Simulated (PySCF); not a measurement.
Sn (SMILES [Sn+]), charge +1, doublet (core potentials on Sn); B3LYP5/def2-TZVP (PySCF).

The PySCF input:
```python
from pyscf import gto, scf, dft

mol = gto.Mole()
mol.atom = '''
    Sn    0.000000    0.000000    0.000000
'''
mol.basis = 'def2-tzvp'
mol.ecp = {'Sn': 'def2-tzvp'}
mol.charge = 1
mol.spin = 1
mol.verbose = 4
mol.build()

mf = dft.UKS(mol)
mf.xc = 'b3lyp5'
mf.grids.atom_grid = (99, 590)
mf.grids.prune = None
mf.kernel()
```

The log (banner, timings and long lists left out):

```
PySCF version 2.14.0

[INPUT] verbose = 4
[INPUT] num. atoms = 1
[INPUT] num. electrons = 21
[INPUT] charge = 1
[INPUT] spin (= nelec alpha-beta = 2S) = 1
[INPUT] symmetry False subgroup None
[INPUT] Mole.unit = angstrom
[INPUT] Symbol           X                Y                Z      unit          X                Y                Z       unit  Magmom
[INPUT]  1 Sn     0.000000000000   0.000000000000   0.000000000000 AA    0.000000000000   0.000000000000   0.000000000000 Bohr   0.0

nuclear repulsion = 0
number of shells = 16
number of NR pGTOs = 91
number of NR cGTOs = 50
basis = def2-tzvp
ecp = {'Sn': 'def2-tzvp'}

******** <class 'pyscf.dft.uks.UKS'> ********
method = UKS
initial guess = minao
damping factor = 0
level_shift factor = 0
DIIS = <class 'pyscf.scf.diis.CDIIS'>
diis_start_cycle = 1
diis_space = 8
diis_damp = 0
SCF conv_tol = 1e-09
SCF conv_tol_grad = None
SCF max_cycles = 50
direct_scf = True
direct_scf_tol = 1e-13
number electrons alpha = 11  beta = 10
XC library pyscf.dft.libxc version 7.1.2
    S. Lehtola, C. Steigemann, M. J. T. Oliveira, and M. A. L. Marques,  SoftwareX 7, 1–5 (2018)
XC functionals = b3lyp5
    P. A. M. Dirac,  Math. Proc. Cambridge Philos. Soc. 26, 376 (1930)
    F. Bloch,  Z. Phys. 57, 545 (1929)
    A. D. Becke,  Phys. Rev. A 38, 3098 (1988)
    C. Lee, W. Yang, and R. G. Parr,  Phys. Rev. B 37, 785 (1988)
    B. Miehlich, A. Savin, H. Stoll, and H. Preuss,  Chem. Phys. Lett. 157, 200 (1989)
    S. H. Vosko, L. Wilk, and M. Nusair,  Can. J. Phys. 58, 1200 (1980)
radial grids:
    Treutler-Ahlrichs [JCP 102, 346 (1995); DOI:10.1063/1.469408] (M4) radial grids

becke partition: Becke, JCP 88, 2547 (1988); DOI:10.1063/1.454033
pruning grids: None
grids dens level: 3
symmetrized grids: False
atomic radii adjust function: <function treutler_atomic_radii_adjust>
User specified grid scheme (99, 590)
small_rho_cutoff = 0
Set gradient conv threshold to 3.16228e-05
tot grids = 58416
init E= -177.517088731169

cycle= 1 E= -213.369667462188  delta_E= -35.9  |g|= 1.43  |ddm|= 21.1
cycle= 2 E= -213.496873464372  delta_E= -0.127  |g|= 1.45  |ddm|= 4.26
cycle= 3 E= -213.981164059937  delta_E= -0.484  |g|= 0.0251  |ddm|= 1.47
cycle= 4 E= -213.981326520699  delta_E= -0.000162  |g|= 0.00166  |ddm|= 0.0292
cycle= 5 E= -213.981327889547  delta_E= -1.37e-06  |g|= 0.000202  |ddm|= 0.00624
cycle= 6 E= -213.981327912961  delta_E= -2.34e-08  |g|= 1.1e-05  |ddm|= 0.000692
cycle= 7 E= -213.981327913005  delta_E= -4.4e-11  |g|= 3.85e-07  |ddm|= 3.09e-05
Extra cycle  E= -213.981327913005  delta_E= 5.68e-14  |g|= 5.89e-08  |ddm|= 1.12e-06
converged SCF energy = -213.981327913005  <S^2> = 0.75175979  2S+1 = 2.001759
```
